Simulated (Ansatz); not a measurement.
Cartesian coordinates in Å:
```
O 0.198 1.165 -1.386
Ga -0.058 0.031 -0.021
F -1.674 -0.147 0.579
Cl 1.534 -1.048 0.828
```

Charge 0, multiplicity 2.

(1) List the PBE0/def2-TZVPP orbital energies in eV (Ansatz). (An estimate is asked.)

Answers

(1) Ansatz gave: α occupied: -10149.00, -2768.16, -1254.76, -1110.97, -1110.85, -1110.82, -673.64, -525.02, -259.99, -198.27, -198.14, -198.12, -153.23, -106.25, -106.01, -105.96, -32.57, -28.36, -25.58, -25.26, -25.22, -25.06, -24.70, -23.17, -14.13, -12.80, -12.12, -11.93, -11.75, -10.97, -10.57, -10.07, -9.98. α empty: -1.93, -0.97, 1.63, 2.05, 3.55, 5.14, 5.17, 5.38. β occupied: -10149.00, -2768.16, -1254.75, -1110.97, -1110.84, -1110.82, -673.64, -524.30, -259.99, -198.27, -198.14, -198.12, -153.22, -106.25, -106.00, -105.95, -32.56, -26.66, -25.56, -25.26, -25.23, -25.01, -24.14, -23.13, -14.02, -12.14, -11.91, -11.88, -10.62, -10.27, -9.92, -9.65. β empty: -4.89, -1.80, -0.95, 1.85, 2.35, 3.59, 5.14, 5.24. ⟨S²⟩ = 0.754.
